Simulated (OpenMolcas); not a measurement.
## Se+: effect of correlating more closed shells

| Item | Value |
| --- | --- |
| Program | OpenMolcas |
| Basis | ANO-RCC-VQZP [7s6p4d2f1g] |
| Scalar Hamiltonian | DKH2, point nucleus |
| Active space | 3 electrons in 3 orbitals (4p) |
| State averaging | 2S+1 = 4 odd, 1 root; 2S+1 = 2 odd, 8 roots |
| Spin-orbit coupling | state interaction with AMFI integrals over the reference wave functions, term energies averaged over their components |

Methods on the same reference wave functions:
A. CASSCF
B. SS-CASPT2, IPEA 0.25 Eh, imaginary shift 0.1 Eh (closed shells correlated: 4s)
C. SS-CASPT2, IPEA 0.25 Eh, imaginary shift 0.1 Eh (closed shells correlated: 3d 4s)

Energies in cm-1 above 4s2 4p3 4S* 3/2, the measured ground level; measured values from NIST Handbook of Basic Atomic Spectroscopic Data.

```csv
Level,A,B,C,Measured
4s2 4p3 4S* 3/2,0.0,0.0,0.0,0.0
4s2 4p3 2D* 3/2,17492,13710,13810,13168
4s2 4p3 2D* 5/2,17889,14160,14260,13784
4s2 4p3 2P* 1/2,29568,24150,24270,23038
4s2 4p3 2P* 3/2,30100,24770,24890,23895
```

Deviations, from unrounded energies. A percentage is the sum of absolute deviations over the sum of measured energies, with the sign that they share, or ± where signs differ.

```
                        Against measurement  Levels      A     B     C
             mean absolute deviation (cm-1)       4   5300   730   840
other terms of the ground configuration (%)       4  +28.6  +3.9  +4.5
```

B lies closest to measurement on these levels and A furthest from it. The largest miss of B in the table is 4s2 4p3 2P* 1/2, by +1100 cm-1. The ranking rests on the paired levels alone, and a cruder setting can come out closer through cancelling errors.

Between B and C the level of the table that moves most is 4s2 4p3 2P* 1/2, by 110 cm-1 (lowest in B, highest in C). Moves below CASPT2's spread within the term are not significant.

The mean deviations of B to C differ by less than CASPT2's widest spread within a term (190 cm-1), so their order carries little weight.

From A to B the spin-free energies of the other terms of 4s2 4p3 shown, above 4S*, scale by factors of 0.79 to 0.81.

The lowest spin-free term lies below A's lowest term by 0.081 hartree in B, 0.175 hartree in C.

What an inner shell adds also hangs on whether the basis holds functions to correlate it.

Term energies are means over components that CASPT2 splits; among the terms shown or strongly mixed into the levels shown the widest spread is 190 cm-1 (4s2 4p3 2D*, C). With the s shell closed, the reference lacks s² → p² mixing. Without dynamic correlation excited terms often stand tens of per cent too high (terms of higher spin than the ground term too low), and those without a measured partner can miss by more than the paired ones (holds for A). Measured partners are found by configuration, term and J. A level has none where our copy of the source lacks it or the pairing is in doubt (some pairs that miss far off the trend of their configuration count as doubtful), and it then counts in no deviation. Levels of configurations outside the active space are missing.

* marks odd parity.
